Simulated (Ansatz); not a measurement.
Molecule: ZnCl2, net charge 0, singlet state. 
Geometry from a B3LYP-D3(BJ)/def2-TZVP (Ansatz, a first-principles code) optimisation:
SMILES: [Cl][Zn][Cl]
```xyz
3

Zn     0.0000     0.0000     0.0000
Cl     0.0000     0.0000     2.0983
Cl     0.0000     0.0000    -2.0983
```

Parts of the frozen-core correlation energy in STO-3G (Ansatz, hartree). Frozen orbitals: 19; correlated occupied orbitals by spin: 13 and 13; virtual: 4 and 4. Spin-orbit coupling is left out. No relativistic terms. The restricted reference is unstable. The program attaches cautions to this run: lower state.

```tsv
term	value
reference (HF)	-2666.55924
MP2 opposite-spin	[?]
MP2 same-spin	[?]
CCSD correlation	[?]
(T)	-0.00746
T1 diagnostic	0.017
largest doubles amplitude	0.279
```

Some entries are withheld; supply them.


- MP2 opposite-spin, value: -0.06694
- MP2 same-spin, value: -0.00960
- CCSD correlation, value: -0.11914
